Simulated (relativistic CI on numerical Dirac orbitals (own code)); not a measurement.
**d2 in a ligand field**

Computed with a parametric ligand-field model of a d^n configuration (Racah B and C, spin-orbit zeta, crystal field), exact diagonalisation.

Field parameters in Wybourne normalisation: Oh B⁴₀ = 21Dq, B⁴₄ = √(5/14) B⁴₀. The field is a parameter set, without covalency.

B = 500 cm⁻¹, C = 1890 cm⁻¹ (C/B = 3.78), Oh, no spin-orbit coupling. Tanabe-Sugano data, E/B above the lowest term (Δ = |10Dq|; b, c mark the second and third term of a kind):

| Δ/B | 3T1 | 3T2 | 3A2 | 1T2 | 1E | 1A1 |
| --- | --- | --- | --- | --- | --- | --- |
| 1.0 | 0.00 | 0.81 | 1.81 | 12.91 | 13.37 | 20.54 |
| 3.0 | 0.00 | 2.49 | 5.49 | 13.44 | 14.27 | 22.34 |
| 5.0 | 0.00 | 4.22 | 9.22 | 13.78 | 14.60 | 23.92 |
| 7.0 | 0.00 | 6.00 | 13.00 | 13.98 | 14.69 | 25.27 |
| 9.0 | 0.00 | 7.82 | 16.82 | 14.09 | 14.70 | 26.41 |
| 11.0 | 0.00 | 9.66 | 20.66 | 14.14 | 14.67 | 27.36 |
| 13.0 | 0.00 | 11.53 | 24.53 | 14.16 | 14.62 | 28.14 |
| 15.0 | 0.00 | 13.42 | 28.42 | 14.17 | 14.57 | 28.80 |
| 17.0 | 0.00 | 15.32 | 32.32 | 14.16 | 14.52 | 29.34 |
| 19.0 | 0.00 | 17.23 | 36.23 | 14.15 | 14.47 | 29.79 |
| 21.0 | 0.00 | 19.16 | 40.16 | 14.13 | 14.42 | 30.18 |
| 23.0 | 0.00 | 21.09 | 44.09 | 14.12 | 14.38 | 30.50 |
| 25.0 | 0.00 | 23.03 | 48.03 | 14.10 | 14.34 | 30.78 |
| 27.0 | 0.00 | 24.97 | 51.97 | 14.08 | 14.31 | 31.02 |
| 29.0 | 0.00 | 26.92 | 55.92 | 14.06 | 14.28 | 31.23 |
| 31.0 | 0.00 | 28.88 | 59.88 | 14.05 | 14.24 | 31.42 |
| 33.0 | 0.00 | 30.84 | 63.84 | 14.03 | 14.22 | 31.58 |
| 35.0 | 0.00 | 32.80 | 67.80 | 14.01 | 14.19 | 31.72 |
| 37.0 | 0.00 | 34.77 | 71.77 | 14.00 | 14.17 | 31.85 |
| 39.0 | 0.00 | 36.74 | 75.74 | 13.99 | 14.14 | 31.96 |
| 41.0 | 0.00 | 38.71 | 79.71 | 13.97 | 14.12 | 32.07 |
| 43.0 | 0.00 | 40.68 | 83.68 | 13.96 | 14.10 | 32.16 |
| 45.0 | 0.00 | 42.66 | 87.66 | 13.95 | 14.08 | 32.24 |
| 47.0 | 0.00 | 44.64 | 91.64 | 13.94 | 14.07 | 32.32 |

The ground term stays 3T1.
